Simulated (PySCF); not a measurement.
# Spinor energies of As⁵⁺ (arsenic, charge +5)

Start: [Ar] 3d10. Calculated with PySCF 2.14 in x2c-TZVPPall-2c with one added diffuse shell each of s, p, d type (7s8p5d1f, 63 functions): generalised Hartree-Fock with the X2C-1e Hamiltonian and a Gaussian nucleus; spin-orbit coupling (SO) screened by Boettger's factors.

```tsv
spinor shell	electrons	ε, screened SO (eV)	weight of nominal j (screened SO)	rms radius, screened SO (bohr)
1s1/2	2	-12013.6	1.000	0.0524
2s1/2	2	-1639.9	1.000	0.219
2p1/2	2	-1466.8	1.000	0.194
2p3/2	4	-1429.6	1.000	0.197
3s1/2	2	-291.83	1.000	0.639
3p1/2	2	-232.06	1.000	0.657
3p3/2	4	-226.65	1.000	0.667
3d3/2	4	-123.71	1.000	0.728
3d5/2	6	-122.93	1.000	0.731
```

```tsv
quantity	screened SO
E (hartree)	-2253.01905
M_J	0
⟨J²⟩	0.000
⟨L²⟩	0.002
⟨S²⟩	0.002
```
